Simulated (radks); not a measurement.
Valence configurations of the zinc ion Zn3+ (all share [Ar]). Calculated with a radial shooting solver on a logarithmic mesh with Libxc functionals: Dirac Kohn-Sham, LDA (Slater exchange, Perdew-Wang correlation), spin-unpolarised, spherical densities, finite nucleus; open shells fill j = l - 1/2 first; Fermi nuclear charge, rms radius 3.9283 fm. Energies are relative to 3d9; eigenvalues in eV.

| valence | E (eV) | e(3d3/2) | e(3d5/2) | e(4p1/2) | e(4p3/2) | e(4s1/2) |
|---|---|---|---|---|---|---|
| 3d9 | 0.000 | -51.291 | -50.894 | - | - | - |
| 3d8 4s1 | 17.765 | -59.720 | -59.294 | - | - | -38.766 |
| 3d8.5 4p0.5 | 12.730 | -56.085 | -55.673 | -28.693 | - | - |
| 3d8 4p1 | 27.054 | -61.020 | -60.593 | -30.228 | - | - |
| 3d8.5 4s0.5 | 8.216 | -55.419 | -55.008 | - | - | -37.297 |
| 3d7 4p2 | 61.096 | -71.324 | -70.866 | -33.011 | - | - |
| 3d7.5 4p1.5 | 43.138 | -66.101 | -65.659 | -31.651 | - | - |
| 3d6 4s1 4p2 | 92.513 | -81.040 | -80.551 | -35.071 | - | -45.528 |
| 3d6 4p3 | 103.43 | -82.278 | -81.788 | -35.666 | -35.239 | - |
| 3d4 4s2 4p3 | 190.33 | -103.49 | - | -39.674 | -39.154 | -51.202 |

NIST lists [Ar] 3d9 as the ground configuration; this level of theory agrees among the configurations tried. The energies are those of spherical spin-averaged densities, not of single terms.
